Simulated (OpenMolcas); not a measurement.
**Ag³⁺: effect of correlating more closed shells**

```yaml
Program: OpenMolcas 26.06
Basis: ANO-RCC-VQZP [8s7p5d3f2g1h]
Scalar_Hamiltonian: DKH2, point nucleus
Active_space: 8 electrons in 5 orbitals (4d)
State_averaging: 2S+1 = 3 even, 10 roots; 2S+1 = 1 even, 15 roots
Spin-orbit_coupling: state interaction with AMFI integrals over the reference wave functions, term energies averaged over their components
```

Methods on the same reference wave functions:
A. CASSCF
B. SS-CASPT2, IPEA 0.25 Eh, imaginary shift 0.1 Eh (closed shells correlated: 4s 4p)
C. SS-CASPT2, IPEA 0.25 Eh, imaginary shift 0.1 Eh (closed shells correlated: 3d 4s 4p)

Energies in cm⁻¹ above 4d⁸ ³F₄, the measured ground level; measured values from the list in Gamrath, thesis, University of Mons (2023).

```tsv
Level	A	B	C	Measured
4d⁸ ³F₄	0.0	0.0	0.0	0.0
4d⁸ ³F₃	4029	4060	4060	4172
4d⁸ ³F₂	6034	5630	5620	5830
4d⁸ ³P₁	19732	16210	16130	15900
4d⁸ ³P₀	20064	16440	16350	16092
4d⁸ ¹G₄	24202	20650	20540	20570
4d⁸ ¹S₀	56177	47700	47480	47139
```

Deviations, from unrounded energies. A percentage is the sum of absolute deviations over the sum of measured energies, with the sign that they share, or ± where signs differ.

| Against measurement | Levels | A | B | C |
| --- | --- | --- | --- | --- |
| mean absolute deviation (cm-1) | 6 | 3500 | 270 | 200 |
| fine structure of the ground term (%) | 2 | ±3.5 | -3.1 | -3.3 |
| other terms of the ground configuration (%) | 4 | +20.5 | +1.3 | ±0.9 |

C lies closest to measurement on these levels and A furthest from it. The largest miss of C in the table is 4d⁸ ¹S₀, by +340 cm-1. The ranking rests on the paired levels alone, and a cruder setting can come out closer through cancelling errors.

Between B and C the level of the table that moves most is 4d⁸ ¹S₀, by 220 cm-1 (lowest in C, highest in B). Moves below CASPT2's spread within the term are not significant.

The mean deviations of B to C differ by less than CASPT2's widest spread within a term (670 cm-1), so their order carries little weight.

From A to B the spin-free energies of the other terms of 4d⁸ shown, above ³F, scale by factors of 0.77 to 0.84, as is usual when dynamic correlation screens the repulsion within a d or f shell.

The lowest spin-free term lies below A's lowest term by 0.509 hartree in B, 0.615 hartree in C.

What an inner shell adds also hangs on whether the basis holds functions to correlate it.

CASPT2 does not keep the components of a term degenerate, so their means are used; among the terms shown or strongly mixed into the levels shown the widest spread is 670 cm-1 (4d⁸ ¹G, C). Without dynamic correlation excited terms often stand tens of per cent too high (terms of higher spin than the ground term too low), and those without a measured partner can miss by more than the paired ones (holds for A). Measured partners are found by configuration, term and J. A level has none where our copy of the source lacks it or the pairing is in doubt (some pairs that miss far off the trend of their configuration count as doubtful), and it then counts in no deviation. Only configurations of the active space appear. Levels that lie high or do not pair safely by name in every column are left out.
